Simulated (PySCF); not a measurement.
**C₆H₆F₂: full NMR table**

```yaml
Formula: C6H6F2
SMILES: FC1=CC[C@H](F)C=C1
InChI: InChI=1S/C6H6F2/c7-5-1-2-6(8)4-3-5/h1-3,6H,4H2/t6-/m1/s1
Point_group_of_the_computed_structure: C1
Degrees_of_unsaturation: 3
Carbon_signals: 6
Proton_signals: 6
```

Atom-mapped SMILES (the numbers label the heavy atoms): `[F:1][C:2]1=[CH:3][CH2:4][C@H:5]([F:6])[CH:7]=[CH:8]1`. Each H is labelled by its parent atom. Ha(C4) is cis to F6 on the ring; Hb(C4) is trans to F6 on the ring.

PySCF 2.14 calculation with shielding tensors at B3LYP/pcSseg-1 (GIAO), geometry: PBE0-D3(BJ)/def2-SVP and spin–spin couplings from B3LYP/pcJ-1 (spin–dipole term only in couplings to heteroatoms); non-relativistic Hamiltonian, single conformer, no solvent model.

Chemical shifts δ = σref − σ; 1H (σref 31.38) and 13C (σref 179.24) against TMS; 19F (σref 171.94) vs CFCl3, all at this level.

```tsv
carbon	δC, type	δH (multiplicity, J in Hz)	HMBC from (abs. J ≥ 3 Hz)	span of the C tensor (ppm)
C2	166.5, C	–	H(C8), H(C7), H(C3), Ha(C4), Hb(C4)	162
C3	108.1, CH	5.43 (m)	H(C8), H(C5), Ha(C4), Hb(C4)	172
C4	33.3, CH2	Hb(C4) 2.46 (m); Ha(C4) 2.83 (m)	H(C7), H(C3)	26
C5	82.5, CH	4.62 (m)	H(C8), H(C7), H(C3), Ha(C4)	94
C7	133.2, CH	6.18 (m)	H(C5), Ha(C4), Hb(C4)	217
C8	135.5, CH	6.30 (m)	H(C3), H(C5)	208
```

Other nuclei:
| atoms | nucleus | environment | δ (ppm) | σ (ppm) |
| --- | --- | --- | --- | --- |
| F1 | 19F | vinylic fluorine | -116.4 | 288.3 |
| F6 | 19F | fluorine on an sp3 carbon | -183.5 | 355.5 |

Selected couplings (Hz, signed; the shortest-range and largest first, 30 at most; isotopes 19F, 13C, 1H): 1J(F1,C2) -320.2, 1J(C5,F6) -233.0, 1J(C7,H(C7)) 176.1, 1J(C3,H(C3)) 173.9, 1J(C8,H(C8)) 170.6, 1J(C5,H(C5)) 159.5, 1J(C4,Ha(C4)) 138.1, 1J(C4,Hb(C4)) 129.4, 1J(C2,C3) 91.0, 1J(C7,C8) 73.9, 1J(C2,C8) 67.7, 1J(C5,C7) 48.8, 1J(C3,C4) 46.1, 1J(C4,C5) 41.2, 2J(F6,H(C5)) 54.9, 2J(F1,C8) 36.5, 2J(C4,F6) 24.9, 2J(Hb(C4),Ha(C4)) -22.7, 2J(F1,C3) 18.9, 2J(F6,C7) 12.4, 2J(C3,C8) 5.0, 2J(C3,C5) -3.7, 2J(C2,C4) 3.0, 3J(F6,Hb(C4)) 67.9, 3J(F6,Ha(C4)) 29.3, 3J(H(C7),H(C8)) 11.5, 3J(F6,C8) 10.7, 3J(F1,H(C3)) 8.9, 3J(F1,H(C8)) 8.8, 3J(C3,F6) 8.7.

- Carbon types of the structure: 1 × C, 4 × CH, 1 × CH2, which accounts for all hydrogens.
- δC 166.5: fully substituted alkene carbon.
- δC 135.5, 133.2, 108.1: alkene CH; the olefinic region.
- δC 82.5: allylic sp3 CH bonded to F; pulled downfield by the heteroatom.
- δC 33.3: allylic sp3 CH2; saturated and bonded to C and H only.
- δH 2.83, 2.46: hydrogen on an allylic sp3 CH2; allylic position.

C–F couplings over four or more bonds (about 3 Hz to the para carbon of a fluoroarene) are left out. Common functionals overestimate the size of one-bond C–F couplings by tens of Hz; these are unscaled. Multiplet labels drop couplings under 1 Hz and merge nearly equal ones. Unscaled 3J(H,H) at this level run about 10 % above measured values. Shifts are as computed. Against solution values, carbons near 30 ppm lie about +2 ppm off and those near 130 ppm about +6 ppm. Of 1211 compounds with measured shifts, 218 miss one by over three times the rms of a fit or turn the order of signals round; such compounds aren't used in these exercises. Unscaled 19F shifts against computed CFCl3 carry errors that often reach 10 to 50 ppm.
